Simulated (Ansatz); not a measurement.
A nudged elastic band was laid between two geometries of BCl2F + H2S (7 atoms, charge 0, multiplicity 1).

Level of theory: RHF/def2-SVP (Ansatz).

```
movable images  : 5
climbing image  : yes
spring          : 5.0 eV/Å²
optimiser       : quadratic models (default)
start path      : through a guess of the saddle point
force threshold : 0.03 eV/Å
iteration limit : 60
end points      : relaxed
```

Image 0:

```xyz
7
Properties=species:S:1:pos:R:3
B 0.058 0.575 -0.221
F -0.059 0.697 1.068
Cl 1.636 0.736 -0.955
Cl -1.387 0.342 -1.185
S 0.245 -2.868 0.768
H -1.047 -3.086 0.515
H 0.026 -2.425 2.008
```

Image 6:

```xyz
7
Properties=species:S:1:pos:R:3
B 0.086 -0.602 -0.694
F -0.099 -0.048 2.514
Cl 1.547 0.349 -0.875
Cl -1.461 0.040 -1.207
S 0.253 -2.268 0.001
H -1.035 -2.620 -0.040
H 0.181 -0.880 2.297
```

Task: What changes between the two ends?

Result: Bonds broken: B1–F2, S5–H7. Bonds formed: B1–S5, F2–H7. BCl2F + H2S becomes BCl2HS + FH.

Task: Give the energies along the band, and the barrier.

Result: It converged. The highest image is number 4 of 0 to 6, 52.8 kcal/mol above the first end and 30.8 kcal/mol above the last; the last end lies 22.0 kcal/mol above the first. Neighbouring images differ by up to 1.4 eV, so the band resolves the path poorly. A vibrational analysis at the climbing image gives one clearly imaginary mode, 1625i cm⁻¹: a first-order saddle point. The orbitals stay closed-shell, which can raise the energy where a bond breaks towards radicals; this wasn't checked here.

| image | path coordinate (Å) | energy (kcal/mol) | B1–F2 (Å) | S5–H7 (Å) | B1–S5 (Å) |
| --- | --- | --- | --- | --- | --- |
| 0 | 0.00 | 0.0 | 1.30 | 1.33 | 3.59 |
| 1 | 0.57 | 0.5 | 1.30 | 1.33 | 3.35 |
| 2 | 1.13 | 4.6 | 1.31 | 1.33 | 2.92 |
| 3 | 1.70 | 20.2 | 1.35 | 1.35 | 2.30 |
| 4 | 2.27 | 52.8 | 1.56 | 1.64 | 2.00 |
| 5 | 3.11 | 26.4 | 2.47 | 2.29 | 1.84 |
| 6 | 3.96 | 22.0 | 3.26 | 2.68 | 1.81 |

Task: What is the geometry of the highest image?

Result: 
```xyz
7
Properties=species:S:1:pos:R:3
B 0.064 -0.344 -0.075
F -0.089 -0.035 1.448
Cl 1.586 0.394 -0.654
Cl -1.466 0.062 -0.910
S 0.293 -2.282 0.368
H -0.986 -2.657 0.268
H 0.070 -1.166 1.552
```

The band took 21 iterations and roughly 4 core-minutes.

The run took 3.6 min on 1 thread of Arm Neoverse V1 (shared host), peak memory 0.18 GiB.
